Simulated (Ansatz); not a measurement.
System: bromo(fluoro)methane, CH$_{2}$BrF, charge 0, multiplicity 1. 
Geometry from a B3LYP-D3(BJ)/def2-TZVP (Ansatz, a quantum-chemistry and plane-wave program) optimisation:
SMILES: FCBr
```xyz
5

F     -1.8086     0.8720    -0.1203
C     -1.1928    -0.3299     0.0514
Br     0.7524    -0.1183     0.0147
H     -1.4463    -0.7339     1.0269
H     -1.4520    -0.9932    -0.7682
```
Charge 0, spin multiplicity 1.

Parts of the frozen-core correlation energy in STO-3G (Ansatz, hartree). Frozen orbitals: 16; correlated occupied orbitals by spin: 10 and 10; virtual: 4 and 4. Spin-orbit coupling is left out. No relativistic terms.

```tsv
term	value
reference (HF)	-2681.26012
MP2 opposite-spin	-0.06971
MP2 same-spin	-0.00893
CCSD correlation	-0.10318
(T)	-0.00154
FCI minus CCSD(T)	-0.00049
T1 diagnostic	0.007
largest doubles amplitude	0.095
```
